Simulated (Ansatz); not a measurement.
Program: Ansatz. Geometries: PBE0-D4/def2-TZVP. ΔE: electronic, gas phase. CCSD(T)/CBS is the MP2 limit (def2-TZVPP, def2-QZVPP) plus CCSD(T) − MP2 in def2-TZVPP, frozen cores. This one scheme is used for every species. DFT in def2-TZVPP. B3LYP here is the variant with VWN-RPA as its local correlation; programs differ in this. Each species was taken in one conformer, which may not be the lowest.

Reaction (hydrogenolysis of the Si–Cl bond): `O[Si]1(Cl)NCS1` + H₂ → `O[SiH]1NCS1` + HCl

| level | ΔE (kcal/mol) | difference from CCSD(T)/CBS |
| --- | --- | --- |
| PBE-D4 | 20.8 | 0.4 |
| r2SCAN-D4 | 22.0 | 1.6 |
| PBE0-D4 | 20.5 | 0.1 |
| B2PLYP | 19.3 | -1.1 |
| PBE | 19.2 | -1.2 |
| B3LYP | 17.9 | -2.5 |
| HF/def2-TZVPP | 16.5 | -3.9 |
| MP2/def2-TZVPP | 21.6 | 1.2 |
| SCS-MP2/def2-TZVPP | 19.8 | -0.6 |
| CCSD/def2-TZVPP | 18.1 | -2.3 |
| CCSD(T)/def2-TZVPP | 19.1 | -1.3 |
| HF/def2-QZVPP | 16.4 | -4.0 |
| MP2/def2-QZVPP | 22.3 | 1.9 |
| SCS-MP2/def2-QZVPP | 20.5 | 0.1 |
| MP2/CBS(def2) | 22.9 | 2.5 |
| CCSD/CBS(def2) | 19.4 | -1.0 |
| CCSD(T)/CBS | 20.4 | 0 |

Largest T1 diagnostic among the species: 0.012.

In def2-TZVPP, CCSD(T) changes the Hartree–Fock value by +2.6 kcal/mol (the triples alone add +1.0 kcal/mol) and MP2 by +5.1 kcal/mol. The D4 term adds +2.5 kcal/mol with B3LYP and +1.4 kcal/mol with PBE0; it sums over pairs of atoms, weighted by their polarisabilities, and B3LYP, whose exchange is more repulsive, gets the larger term.

CCSD(T)/CBS has its own doubt, a few kJ/mol and more with outer-core shells, so smaller differences from it don't rank the levels.
